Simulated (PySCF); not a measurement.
Run record: excited-state job, `C=C[SiH2]O[SiH3]`.

Computed with TDDFT CAM-B3LYP/def2-SVPD, vertical, gas phase, core orbitals frozen in the response (PySCF 2.14.0, density-fitted response routines). Geometry: GFN2-xTB. A driver script takes a list of jobs; this job's settings line and coordinates (Å) are shown.

Command:
```bash
OMP_NUM_THREADS=1 python probes_run.py task.json out
```

Input:
```
{"job": {"kind": "uv", "xc": "CAM-B3LYP", "basis": "def2-SVPD", "nstates": 8, "ntriplets": 3}, "charge": 0, "multiplicity": 1}
C     -2.004530     0.649522     0.465720
C     -1.790744    -0.417355    -0.288410
Si    -0.101107    -1.163097    -0.652024
O      1.049469    -0.312006     0.106054
Si     2.148961     0.691015     0.733057
H     -2.990366     1.049526     0.653108
H     -1.186459     1.173541     0.934027
H     -2.645302    -0.911364    -0.736602
H      0.000362    -2.521393    -0.114487
H      0.196957    -1.098976    -2.085132
H      3.074964     1.047884    -0.340239
H      1.438873     1.866261     1.238122
H      2.804533    -0.053069     1.806166
```

Task: Estimate the output.

Result: 
```
coarse grid: 11472 points
cycle   1  E = -734.7083691620  dE =  3.769e-01  |g| = 7.450e-01  |ddm| = 4.847e+00
cycle   2  E = -734.6199201900  dE =  8.845e-02  |g| = 1.029e+00  |ddm| = 1.820e+00
cycle   3  E = -734.8160027304  dE = -1.961e-01  |g| = 6.327e-02  |ddm| = 9.446e-01
cycle   4  E = -734.8167854840  dE = -7.828e-04  |g| = 3.050e-02  |ddm| = 1.665e-01
cycle   5  E = -734.8170318080  dE = -2.463e-04  |g| = 5.088e-03  |ddm| = 5.045e-02
cycle   6  E = -734.8170381163  dE = -6.308e-06  |g| = 1.896e-03  |ddm| = 1.140e-02
final grid: 100456 points
cycle   7  E = -734.9249586140  dE = -1.331e-05  |g| = 2.898e-03  |ddm| = 5.196e-02
cycle   8  E = -734.9249577575  dE =  8.564e-07  |g| = 3.556e-03  |ddm| = 9.387e-03
cycle   9  E = -734.9249607914  dE = -3.034e-06  |g| = 2.673e-04  |ddm| = 3.947e-03
cycle  10  E = -734.9249608075  dE = -1.617e-08  |g| = 1.004e-04  |ddm| = 5.083e-04
cycle  11  E = -734.9249608100  dE = -2.482e-09  |g| = 3.012e-05  |ddm| = 2.324e-04
cycle  12  E = -734.9249608102  dE = -1.847e-10  |g| = 1.088e-05  |ddm| = 5.007e-05
converged SCF energy = -734.9249608102

Static polarisability (au): isotropic 77.652, principal 65.093 81.290 86.575

Singlet excitations
state   eV       nm        f      main configurations
  1   6.6804    185.6   0.00168   H-1->L 0.80, H-3->L 0.16
  2   7.1885    172.5   0.00122   H->L+1 0.69, H-2->L+1 0.16
  3   7.2881    170.1   0.16899   H->L 0.46, H-1->L+1 0.44
  4   7.3724    168.2   0.21612   H->L 0.49, H-1->L+1 0.41
  5   7.5049    165.2   0.02081   H-2->L+1 0.68, H->L+1 0.13
  6   7.9092    156.8   0.00337   H->L+3 0.61, H->L+2 0.21
  7   8.0924    153.2   0.00361   H-2->L 0.93
  8   8.2349    150.6   0.00479   H-3->L+1 0.43, H-1->L+6 0.15, H-1->L+4 0.13

Triplet excitations (Tamm-Dancoff, eV): 4.3497 6.1151 6.9130
```

The SCF starts on a coarse grid where the log names one; the energy can jump when the final grid takes over, and dE then counts from the start density on the new grid. H and L stand for HOMO and LUMO; the number after each pair is its weight.

Task: Give the mean polarisability as a volume in Å³, and the ratio of the largest to the smallest principal value.

Result: 77.652 au × 0.148185 = 11.51 Å³; 86.575/65.093 = 1.33.

Task: How does the lowest singlet excitation compare with the HOMO–LUMO gap?

Result: HOMO -9.31 eV and LUMO 0.78 eV give a gap of 10.09 eV; S1 at 6.68 eV lies 3.41 eV below it.

Summary of the converged run: HOMO -9.31 eV, LUMO 0.78 eV; lowest singlet 6.68 eV; lowest triplet 4.35 eV (Tamm–Dancoff); mean polarisability 77.7 au.

 GFN2-xTB frequencies show an imaginary mode (50i cm⁻¹), so this geometry is no minimum at that level.

Hardware: one thread of an Intel Xeon 6975P-C, no GPU, shared host with 192 logical CPUs at a one-minute load of 105. Cost: 24 s wall (with the writing of density and orbital grids), 0.74 GiB resident at most.

One conformer stands for the species.
Labels such as C1 count atoms from 1, the log's own numbers from 0.
